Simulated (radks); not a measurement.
Values are calculated unless marked as measured or tabulated.
The mean radii <r> (bohr) of the occupied orbitals of an atom or ion are listed with their occupations. Code: a radial shooting solver on a logarithmic mesh with Libxc functionals. Model: scalar-relativistic Kohn-Sham, r2SCAN, spin-polarised, spherical densities, finite nucleus; meta-GGA in the generalised Kohn-Sham scheme; Fermi nuclear charge, rms radius of each element as measured or else 0.836 A^(1/3) + 0.57 fm.

orbital  occ.      <r>
1s          2  0.02232
2s          2  0.09513
2p          6  0.08394
3s          2   0.2492
3p          6   0.2478
3d         10   0.2260
4s          2   0.5542
4p          6   0.5815
4d         10   0.6177
5s          2    1.172
5p          6    1.270

Name the element and its charge. Open shells, if any, are filled with parallel spins first.

Answer. Z = 63, europium, charge +9: Eu9+ in [Xe]. The 1s radius gives Z: for a bare nucleus <r> = (2 gamma + 1)/(2Z) with gamma = sqrt(1 - (Z/c)^2), 0.02203 bohr for Z = 63, and screening makes it slightly larger (0.02232 here). The occupations add up to 54, and the charge is Z minus that.
